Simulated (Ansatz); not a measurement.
A nudged elastic band was laid between two geometries of CH$_{4}$AlBSi (8 atoms, charge 0, multiplicity 1).

Computed with Ansatz, RKS LDA/6-31G.

- movable images: 9
- climbing image: yes
- spring: 5.0 eV/Å²
- optimiser: quadratic models (default)
- start path: through a guess of the saddle point
- force threshold: 0.05 eV/Å
- iteration limit: 60
- end points: relaxed

First end point:

```xyz
8
Properties=species:S:1:pos:R:3
B -0.453 2.103 -0.326
Si -0.117 0.196 -0.131
C 0.778 -1.004 0.904
Al -0.017 -2.188 -0.311
H -1.438 2.589 0.176
H 0.215 2.751 -1.095
H 1.425 -0.864 1.777
H -0.394 -3.583 -0.995
```

Last end point:

```xyz
8
Properties=species:S:1:pos:R:3
B -0.316 1.877 -0.272
Si -0.107 -0.023 -0.579
C 0.588 -1.227 0.544
Al -1.090 -2.299 -0.975
H -1.189 2.263 0.471
H 0.256 2.675 -0.974
H 1.109 -0.959 1.476
H 0.747 -2.307 0.310
```

Q: Which bonds break or form, and what moves?

A: Bonds broken: Al4–H8. Bonds formed: C3–H8.

Q: Give the energies along the band, and the barrier.

A: It converged. The highest image is number 5 of 0 to 10, 134.9 kJ/mol above the first end and 176.6 kJ/mol above the last; the last end lies 41.8 kJ/mol below the first. A vibrational analysis at the climbing image gives one clearly imaginary mode, 753i cm⁻¹, and a faint second one (29i cm⁻¹) that may be numerical noise or a soft torsion: probably a first-order saddle point. The orbitals stay closed-shell, which can raise the energy where a bond breaks towards radicals; this wasn't checked here. Limits of this set-up: no polarisation functions.

```tsv
image	path coordinate (Å)	energy (kJ/mol)	Al4–H8 (Å)	C3–H8 (Å)
0	0.00	0.0	1.60	3.41
1	0.40	5.1	1.60	3.32
2	0.80	28.0	1.59	3.08
3	1.20	67.5	1.58	2.77
4	1.60	111.7	1.60	2.43
5	2.00	134.9	1.64	2.07
6	2.38	100.8	1.73	1.64
7	2.76	-3.1	1.91	1.22
8	3.13	-34.8	2.17	1.12
9	3.51	-40.4	2.25	1.12
10	3.89	-41.8	2.24	1.12
```

Q: What is the geometry of the highest image?

A: 
```xyz
8
Properties=species:S:1:pos:R:3
B -0.468 2.073 -0.371
Si 0.129 0.239 -0.217
C 0.695 -1.147 0.680
Al -0.812 -1.984 -0.587
H -1.569 2.344 0.036
H 0.245 2.890 -0.896
H 1.411 -1.388 1.472
H 0.370 -3.027 -0.117
```

Time of the run: 3.1 min on 1 thread of Arm Neoverse V1, with other jobs on the host, peak memory 0.22 GiB.
